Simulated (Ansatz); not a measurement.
Reaction (ligand exchange at a Ge–F bond): `[F][GeH2][SiH3]` + CH₃NH₂ → `C[NH][GeH2][SiH3]` + H–F

Isolated molecules relaxed with PBE0-D4/def2-TZVP in Ansatz; ΔE leaves out vibrations. CCSD(T)/CBS is the MP2 limit (def2-TZVPP, def2-QZVPP) plus CCSD(T) − MP2 in def2-TZVPP, frozen cores. This one scheme is used for every species. DFT in def2-TZVPP. B3LYP here is the variant with VWN-RPA as its local correlation; programs differ in this. For Ge outer-core shells are correlated without core-valence functions, which leaves a few kJ/mol of doubt a bond. Scalar relativity is left out up to krypton. One conformer a species, not always the lowest.

```json
{"level": "PBE0-D4", "ΔE (kJ/mol)": "52.8", "difference from CCSD(T)/CBS": "4.5"}
{"level": "ωB97M-V", "ΔE (kJ/mol)": "60.1", "difference from CCSD(T)/CBS": "11.8"}
{"level": "B2PLYP", "ΔE (kJ/mol)": "63.6", "difference from CCSD(T)/CBS": "15.3"}
{"level": "PBE", "ΔE (kJ/mol)": "61.6", "difference from CCSD(T)/CBS": "13.3"}
{"level": "r2SCAN", "ΔE (kJ/mol)": "62.8", "difference from CCSD(T)/CBS": "14.5"}
{"level": "B3LYP", "ΔE (kJ/mol)": "72.1", "difference from CCSD(T)/CBS": "23.8"}
{"level": "HF/def2-TZVPP", "ΔE (kJ/mol)": "79.8", "difference from CCSD(T)/CBS": "31.5"}
{"level": "MP2/def2-TZVPP", "ΔE (kJ/mol)": "44.9", "difference from CCSD(T)/CBS": "-3.4"}
{"level": "SCS-MP2/def2-TZVPP", "ΔE (kJ/mol)": "53.7", "difference from CCSD(T)/CBS": "5.4"}
{"level": "CCSD/def2-TZVPP", "ΔE (kJ/mol)": "53.3", "difference from CCSD(T)/CBS": "5.0"}
{"level": "CCSD(T)/def2-TZVPP", "ΔE (kJ/mol)": "49.5", "difference from CCSD(T)/CBS": "1.2"}
{"level": "MP2/def2-QZVPP", "ΔE (kJ/mol)": "45.0", "difference from CCSD(T)/CBS": "-3.3"}
{"level": "SCS-MP2/def2-QZVPP", "ΔE (kJ/mol)": "54.1", "difference from CCSD(T)/CBS": "5.8"}
{"level": "HF/CBS(def2)", "ΔE (kJ/mol)": "82.5", "difference from CCSD(T)/CBS": "34.2"}
{"level": "MP2/CBS(def2)", "ΔE (kJ/mol)": "43.6", "difference from CCSD(T)/CBS": "-4.7"}
{"level": "CCSD/CBS(def2)", "ΔE (kJ/mol)": "52.0", "difference from CCSD(T)/CBS": "3.7"}
{"level": "CCSD(T)/CBS", "ΔE (kJ/mol)": "48.3", "difference from CCSD(T)/CBS": "0"}
```

Largest T1 diagnostic among the species: 0.012.

In def2-TZVPP, CCSD(T) changes the Hartree–Fock value by −30.3 kJ/mol (the triples alone add −3.8 kJ/mol) and MP2 by −34.9 kJ/mol. The D4 term adds −11.9 kJ/mol with B3LYP and −6.8 kJ/mol with PBE0; it sums over pairs of atoms, weighted by their polarisabilities, and B3LYP, whose exchange is more repulsive, gets the larger term.
